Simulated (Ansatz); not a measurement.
Consider the isomerisation: `O[Si]1(F)C[SiH2]1` → `O=C[SiH](F)[SiH3]`.

Calculated with Ansatz (gas phase, PBE0-D4/def2-TZVP geometries, no zero-point term in ΔE). CBS: MP2 limit from def2 TZ/QZ plus the TZ coupled-cluster correction, frozen cores. DFT in def2-TZVPP. B3LYP here is the variant with VWN-RPA as its local correlation; programs differ in this. Each species was taken in one conformer, which may not be the lowest.

| level | ΔE (kcal/mol) |
| --- | --- |
| PBE0-D4 | 35.0 |
| ωB97X-V | 32.1 |
| B2PLYP | 31.4 |
| B3LYP | 29.0 |
| MP2/def2-TZVPP | 37.0 |
| SCS-MP2/def2-TZVPP | 32.1 |
| CCSD(T)/def2-TZVPP | 32.5 |
| CCSD/CBS(def2) | 34.3 |

Problem. What does CCSD(T)/CBS give? (Estimate.)

Solution. Ansatz gave: +34.5 kcal/mol. The listed levels differ from it by 0.5, -2.4, -3.1, -5.5, 2.5, -2.4, -2.0, -0.2 kcal/mol.

Largest T1 diagnostic among the species: 0.015.

From PBE to PBE0 (25 % exact exchange), in def2-TZVPP and without D4, ΔE moves by +3.2 kcal/mol. In def2-TZVPP, CCSD(T) changes the Hartree–Fock value by +7.1 kcal/mol (the triples alone add +0.2 kcal/mol) and MP2 by +11.6 kcal/mol.
